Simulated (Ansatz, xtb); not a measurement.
C5H2BrN3: 3 structures ranked

3 gas-phase structures of C5H2BrN3, from a drawn sample of its isomers (lower ones may exist). Each was relaxed with GFN2-xTB:

A. `N#Cc1cnc(Br)cn1`, a singlet
B. `N#Cc1nccnc1Br`, a singlet
C. `N#Cc1cncc(Br)n1`, a singlet

Q: Estimate their order in r2SCAN-D4/def2-SVP//GFN2-xTB energy at these geometries, lowest first.

A: Calculated order at r2SCAN-D4/def2-SVP//GFN2-xTB: A (0.0), C (0.6), B (1.2) kcal/mol. Less than 1 kcal/mol parts A and C; C and B, so the order within those pairs means little.

Energies above the lowest of each column, in kcal/mol; the last columns are at r2SCAN-D4/def2-SVP geometries:

```json
{"structure": "A", "GFN2-xTB": "0.0", "HF/STO-3G": "0.0", "r2SCAN-D4/def2-SVP//GFN2-xTB": "0.0", "r2SCAN-D4/def2-SVP": "0.0", "CCSD(T)/def2-SVP + ΔMP2/def2-TZVPP": "0.0"}
{"structure": "C", "GFN2-xTB": "0.4", "HF/STO-3G": "0.3", "r2SCAN-D4/def2-SVP//GFN2-xTB": "0.6", "r2SCAN-D4/def2-SVP": "0.6", "CCSD(T)/def2-SVP + ΔMP2/def2-TZVPP": "0.3"}
{"structure": "B", "GFN2-xTB": "1.2", "HF/STO-3G": "0.9", "r2SCAN-D4/def2-SVP//GFN2-xTB": "1.2", "r2SCAN-D4/def2-SVP": "1.1", "CCSD(T)/def2-SVP + ΔMP2/def2-TZVPP": "1.1"}
```

Every level run on A puts it lowest or level with the lowest. ΔMP2 is the change of the MP2 energy from the smaller to the larger basis.

Programs: Ansatz 0.2.0, xtb 6.7.1.
